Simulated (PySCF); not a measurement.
BrCl, charge +1, doublet, geometry from GFN2-xTB (a state made from the parent by changing its charge; the spin is typed, not shown lowest); DF-R2SCAN/aug-cc-pVDZ run with PySCF.

The PySCF input:
```python
from pyscf import gto, scf, dft

mol = gto.Mole()
mol.atom = '''
    Cl   -0.000000   -0.000000   -1.393529
    Br    0.000000    0.000000    0.676857
'''
mol.basis = 'aug-cc-pvdz'
mol.charge = 1
mol.spin = 1
mol.verbose = 4
mol.build()

mf = dft.UKS(mol)
mf.xc = 'r2scan'
mf = mf.density_fit(auxbasis='def2-universal-jkfit')
mf.kernel()
```

Task: What does PySCF print? Leave out banner, timings and long lists.

Result: 
```
PySCF version 2.14.0

[INPUT] verbose = 4
[INPUT] num. atoms = 2
[INPUT] num. electrons = 51
[INPUT] charge = 1
[INPUT] spin (= nelec alpha-beta = 2S) = 1
[INPUT] symmetry False subgroup None
[INPUT] Mole.unit = angstrom
[INPUT] Symbol           X                Y                Z      unit          X                Y                Z       unit  Magmom
[INPUT]  1 Cl     0.000000000000   0.000000000000  -1.393529000000 AA    0.000000000000   0.000000000000  -2.633388156639 Bohr   0.0
[INPUT]  2 Br     0.000000000000   0.000000000000   0.676857000000 AA    0.000000000000   0.000000000000   1.279074355495 Bohr   0.0

nuclear repulsion = 152.078134462559
number of shells = 17
number of NR pGTOs = 136
number of NR cGTOs = 63
basis = aug-cc-pvdz
ecp = {}

******** <class 'pyscf.df.df_jk.DFUKS'> ********
method = DFUKS
initial guess = minao
damping factor = 0
level_shift factor = 0
DIIS = <class 'pyscf.scf.diis.CDIIS'>
diis_start_cycle = 1
diis_space = 8
diis_damp = 0
SCF conv_tol = 1e-09
SCF conv_tol_grad = None
SCF max_cycles = 50
direct_scf = False
number electrons alpha = 26  beta = 25
XC library pyscf.dft.libxc version 7.1.2
    S. Lehtola, C. Steigemann, M. J. T. Oliveira, and M. A. L. Marques,  SoftwareX 7, 1–5 (2018)
XC functionals = r2scan
    J. W. Furness, A. D. Kaplan, J. Ning, J. P. Perdew, and J. Sun,  J. Phys. Chem. Lett. 11, 8208–8215 (2020)
    J. W. Furness, A. D. Kaplan, J. Ning, J. P. Perdew, and J. Sun,  J. Phys. Chem. Lett. 11, 9248–9248 (2020)
    J. W. Furness, A. D. Kaplan, J. Ning, J. P. Perdew, and J. Sun,  J. Phys. Chem. Lett. 11, 8208–8215 (2020)
    J. W. Furness, A. D. Kaplan, J. Ning, J. P. Perdew, and J. Sun,  J. Phys. Chem. Lett. 11, 9248–9248 (2020)
radial grids:
    Treutler-Ahlrichs [JCP 102, 346 (1995); DOI:10.1063/1.469408] (M4) radial grids

becke partition: Becke, JCP 88, 2547 (1988); DOI:10.1063/1.454033
pruning grids: <function nwchem_prune>
grids dens level: 3
symmetrized grids: False
atomic radii adjust function: <function treutler_atomic_radii_adjust>
small_rho_cutoff = 0
Set gradient conv threshold to 3.16228e-05
tot grids = 39304
init E= -3033.44628258128

cycle= 1 E= -3033.8233877689  delta_E= -0.377  |g|= 0.237  |ddm|= 1.05
cycle= 2 E= -3033.76590504608  delta_E= 0.0575  |g|= 0.38  |ddm|= 0.567
cycle= 3 E= -3033.83346278106  delta_E= -0.0676  |g|= 0.198  |ddm|= 0.508
cycle= 4 E= -3033.86037431192  delta_E= -0.0269  |g|= 0.0163  |ddm|= 0.201
cycle= 5 E= -3033.86052778604  delta_E= -0.000153  |g|= 0.0076  |ddm|= 0.0223
cycle= 6 E= -3033.86056290321  delta_E= -3.51e-05  |g|= 0.000808  |ddm|= 0.00668
cycle= 7 E= -3033.86056344205  delta_E= -5.39e-07  |g|= 0.000191  |ddm|= 0.00126
cycle= 8 E= -3033.8605634734  delta_E= -3.13e-08  |g|= 3.67e-05  |ddm|= 0.000297
cycle= 9 E= -3033.86056347472  delta_E= -1.32e-09  |g|= 8.25e-06  |ddm|= 7.7e-05
cycle= 10 E= -3033.86056347492  delta_E= -1.98e-10  |g|= 5.62e-06  |ddm|= 7.25e-05
Extra cycle  E= -3033.86056347503  delta_E= -1.19e-10  |g|= 8.51e-06  |ddm|= 7.23e-05
converged SCF energy = -3033.86056347503  <S^2> = 0.75270427  2S+1 = 2.0027024
```
